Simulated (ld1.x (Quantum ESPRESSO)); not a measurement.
# Scattering properties, TM semilocal potential for Al (Z = 13)

* Element: aluminium
* Generator: ld1.x (Quantum ESPRESSO) 7.5
* Type: norm-conserving Troullier–Martins (semilocal form)
* Functional: PW91
* Relativity: non-relativistic
* Frozen core: [Ne]
* Valence charge: 3
* Reference configuration: 3s2 3p1
* Partial waves: 3s (bound): rc 2.30 bohr; 3p (bound): rc 3.00 bohr; 3d channel at 0.05 Ry: rc 2.85 bohr
* Local potential: the d channel
* Core correction: Bessel-smoothed model core inside 2.05 bohr

The phase is arctan(r·u′/u) with u = r·R(r), unwrapped; energies in Ry, scanned from -3 to 5 Ry. A pole is an energy at which the radial function vanishes at the test radius. The pseudo phase is shifted by a multiple of π to meet the all-electron one at the reference energy, and phase errors are pseudo minus all-electron; the curves can meet again beyond the range given. Levels narrower than the energy grid can be missing from the lists of poles.

```tsv
channel	radius (bohr)	reference energy (Ry)	poles, all-electron	poles, pseudo	unbroken range about the reference energy with phases within 0.05 rad	phase error 1 Ry above the reference energy (rad)
s	3.25	-0.57	-0.06, 4.20	-0.07, 3.58	below 1.1	-0.006
p	3.25	-0.20	0.59, 4.74	0.58, 4.38	below 1.7	-0.005
d	3.25	0.05	1.41, 4.98	1.45	below 2.2	+0.008
```

Phases in the p channel:

```csv
E (Ry),all-electron,pseudo
-3.00,1.380,1.379
-2.52,1.359,1.358
-2.04,1.328,1.328
-1.56,1.280,1.279
-1.08,1.184,1.183
-0.60,0.879,0.878
-0.12,-0.817,-0.817
0.36,-1.476,-1.478
0.84,-1.644,-1.649
1.32,-1.768,-1.782
1.80,-1.966,-2.025
2.28,-2.726,-3.166
2.76,-4.161,-4.316
3.24,-4.487,-4.545
3.72,-4.601,-4.638
4.20,-4.664,-4.695
4.68,-4.708,-4.740
```
